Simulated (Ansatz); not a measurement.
Reaction (redistribution): `C=CB(C)[SiH3]` + `[SiH3]O[SiH2]S` → `CB([SiH3])S` + `C=C[SiH2]O[SiH3]`

Gas-phase electronic energies from Ansatz, PBE0-D4/def2-TZVP geometries. CCSD(T)/CBS adds triple-zeta CCSD(T) − MP2 to the extrapolated MP2 energy (def2 sets, frozen cores). Functionals use def2-TZVPP. Each species was taken in one conformer, which may not be the lowest.

`C=CB(C)[SiH3]`:

```xyz
14

C     0.151   -0.296   -2.317
C     0.369   -0.786   -1.092
B     0.090    0.038    0.188
C     0.151    1.598    0.209
Si   -0.404   -0.942    1.895
H    -0.154    0.735   -2.470
H     0.237   -0.906   -3.213
H     0.644   -1.838   -1.021
H     0.183    2.082   -0.770
H     1.090    1.856    0.722
H    -0.635    2.057    0.816
H    -1.894   -1.040    1.969
H     0.130   -2.334    1.959
H     0.041   -0.224    3.125
```

`[SiH3]O[SiH2]S`:

```xyz
10

Si    0.397   -1.053   -1.327
O     0.400   -0.689    0.275
Si   -0.336    0.292    1.350
S    -0.984    2.128    0.480
H     1.219   -2.273   -1.506
H     0.984    0.065   -2.108
H    -0.988   -1.308   -1.800
H    -1.582   -0.332    1.853
H     0.631    0.546    2.441
H     0.258    2.624    0.342
```

`CB([SiH3])S`:

```xyz
11

C     0.995    0.404    1.028
B     0.284   -0.267   -0.192
Si   -1.641    0.152   -0.652
S     1.076   -1.433   -1.271
H     0.436    0.198    1.948
H     0.974    1.495    0.918
H     2.032    0.095    1.180
H    -2.134   -0.584   -1.848
H    -1.796    1.613   -0.909
H    -2.524   -0.190    0.500
H     2.299   -1.482   -0.702
```

`C=C[SiH2]O[SiH3]`:

Cartesian coordinates in Å:
```
C -2.054 0.541 0.198
C -1.642 -0.662 0.590
Si 0.147 -1.120 0.739
O 1.081 0.151 0.304
Si 1.908 0.869 -0.907
H -3.107 0.794 0.113
H -1.350 1.330 -0.052
H -2.394 -1.412 0.832
H 0.449 -2.287 -0.136
H 0.479 -1.484 2.141
H 3.224 1.322 -0.391
H 2.115 -0.084 -2.029
H 1.144 2.044 -1.400
```

```tsv
level	ΔE (eV)
PBE-D4	-0.19
ωB97X-V	-0.18
PBE	-0.19
r2SCAN	-0.19
PBE0	-0.18
MP2/def2-TZVPP	-0.19
HF/CBS(def2)	-0.12
CCSD/CBS(def2)	-0.17
```

(1) What does CCSD(T)/CBS give? (An estimate is asked.)

Largest T1 diagnostic among the species: 0.014.

Results:

(1) Ansatz gave: -0.19 eV. The listed levels differ from it by 0.00, 0.01, 0.00, 0.00, 0.01, 0.00, 0.07, 0.02 eV.

In def2-TZVPP, CCSD(T) changes the Hartree–Fock value by −0.08 eV (the triples alone add −0.01 eV) and MP2 by −0.07 eV.
